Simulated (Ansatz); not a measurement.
A relaxation, step by step

SiH₄Cl₃OF, closed shell, PBE0-D4/def2-TZVP (Ansatz 0.2.0). Settings:

```yaml
hamiltonian: {xc: pbe0, dispersion: d4}
relax: {f_tol: 0.005, max_steps: 200}
```

Start, a step off a saddle point along its unstable mode:

Si1  (-0.318, -0.803, -0.374)
H2  (-0.568, 0.119, 1.340)
Cl3  (0.030, -1.651, -2.201)
Cl4  (0.230, -2.306, 0.899)
Cl5  (-2.328, -0.408, -0.484)
H6  (0.764, 1.407, 0.366)
O7  (0.740, 0.475, -0.539)
H8  (-0.314, 0.660, 1.351)
F9  (0.651, 1.959, 1.078)
H10  (1.112, 0.548, -1.436)
(Å)

```
               step  energy less the last (meV)  largest force component (eV/Å)
                  1                      2067.1                           8.791
                  3                       470.4                           0.924
                  5                       105.7                           0.529
                  7                        26.7                           0.077
                  9                        19.3                           0.129
                 11                        17.6                           0.095
                 13                        16.0                           0.106
                 15                        11.4                           0.141
17 (rejected trial)                        12.7                           0.613
                 19                         7.1                           0.142
                 21                         5.7                           0.096
                 23                         3.7                           0.184
                 25                         2.1                           0.044
27 (rejected trial)                         1.5                           0.203
                 29                         0.4                           0.078
                 31                         0.2                           0.039
                 33                         0.0                           0.007
                 35                         0.0                           0.006
37 (rejected trial)                         0.0                           0.003
                 38                         0.0                           0.002
```

Step 9, positions (Å) and forces (eV/Å):

| atom | x | y | z | Fx | Fy | Fz |
| --- | --- | --- | --- | --- | --- | --- |
| Si1 | -0.251 | -1.047 | -0.929 | -0.046 | -0.049 | 0.017 |
| H2 | -0.972 | 0.265 | 2.600 | -0.003 | 0.005 | 0.009 |
| Cl3 | 0.066 | -1.950 | -2.717 | -0.008 | 0.009 | 0.002 |
| Cl4 | 0.238 | -2.306 | 0.568 | 0.006 | -0.006 | 0.002 |
| Cl5 | -2.179 | -0.495 | -0.736 | 0.023 | 0.002 | -0.009 |
| H6 | 0.781 | 1.603 | 0.296 | -0.004 | 0.008 | 0.000 |
| O7 | 0.685 | 0.291 | -0.858 | 0.129 | 0.066 | -0.129 |
| H8 | -0.597 | 0.898 | 2.468 | 0.001 | -0.007 | -0.009 |
| F9 | 0.892 | 2.335 | 0.867 | -0.003 | -0.012 | -0.004 |
| H10 | 1.337 | 0.405 | -1.559 | -0.095 | -0.017 | 0.120 |

Step 19, positions (Å) and forces (eV/Å):

```tsv
atom	x	y	z	Fx	Fy	Fz
Si1	-0.236	-1.022	-0.973	-0.008	0.021	-0.003
H2	-0.910	0.259	2.766	0.011	0.008	-0.006
Cl3	-0.095	-1.912	-2.788	0.020	-0.004	0.028
Cl4	0.286	-2.351	0.458	0.004	0.008	-0.036
Cl5	-2.099	-0.341	-0.653	-0.006	0.012	0.010
H6	0.603	1.672	0.137	0.011	0.027	0.027
O7	0.743	0.289	-0.931	0.129	-0.056	-0.048
H8	-0.565	0.853	2.471	-0.007	-0.008	0.006
F9	0.622	2.379	0.749	-0.012	-0.032	-0.035
H10	1.651	0.175	-1.236	-0.142	0.023	0.056
```

Step 35, positions (Å) and forces (eV/Å):

| atom | x | y | z | Fx | Fy | Fz |
| --- | --- | --- | --- | --- | --- | --- |
| Si1 | -0.273 | -1.020 | -0.951 | -0.002 | -0.002 | 0.000 |
| H2 | -0.458 | 0.151 | 2.672 | 0.000 | 0.000 | 0.000 |
| Cl3 | -0.021 | -1.751 | -2.821 | 0.000 | 0.000 | 0.000 |
| Cl4 | 0.036 | -2.518 | 0.373 | 0.001 | -0.001 | 0.000 |
| Cl5 | -2.106 | -0.229 | -0.729 | 0.000 | 0.000 | -0.001 |
| H6 | 0.415 | 1.756 | 0.038 | 0.000 | -0.003 | -0.001 |
| O7 | 0.778 | 0.203 | -0.682 | 0.005 | 0.006 | 0.000 |
| H8 | -0.355 | 0.824 | 2.365 | 0.000 | 0.000 | 0.000 |
| F9 | 0.264 | 2.568 | 0.474 | 0.000 | 0.002 | 0.001 |
| H10 | 1.719 | 0.015 | -0.739 | -0.004 | -0.002 | 0.000 |

Last step (38):

```
atom    x (Å)    y (Å)    z (Å)
 Si1  -0.2732  -1.0195  -0.9512
  H2  -0.4579   0.1517   2.6732
 Cl3  -0.0213  -1.7520  -2.8209
 Cl4   0.0376  -2.5174   0.3728
 Cl5  -2.1058  -0.2283  -0.7291
  H6   0.4155   1.7557   0.0374
  O7   0.7781   0.2041  -0.6839
  H8  -0.3557   0.8248   2.3656
  F9   0.2638   2.5669   0.4744
 H10   1.7189   0.0141  -0.7382
```

The run took 120 s on 8 CPU threads of an Arm Neoverse V1 (shared host), with 0.85 GiB of host memory at its peak.
